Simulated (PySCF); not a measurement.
Ge(F)2(Br)(Me) (CH3BrF2Ge), SMILES [CH3][Ge]([F])([F])[Br]. Geometry: TPSSh-D3(BJ)/def2-SVP.

Computed equilibrium geometry at TPSSh-D3(BJ)/def2-SVP (PySCF confirms it by a frequency run) as a Z-matrix, and its point group:
point group Cs.
```
Ge
F 1 1.7334
F 1 1.7334 2 104.05
C 1 1.9292 2 111.13 3 119.68
H 4 1.0986 1 109.11 2 62.35
H 4 1.0986 5 109.77 1 -119.52
H 4 1.0993 5 110.02 6 -121.21
Br 1 2.2864 2 107.64 3 -114.04
```
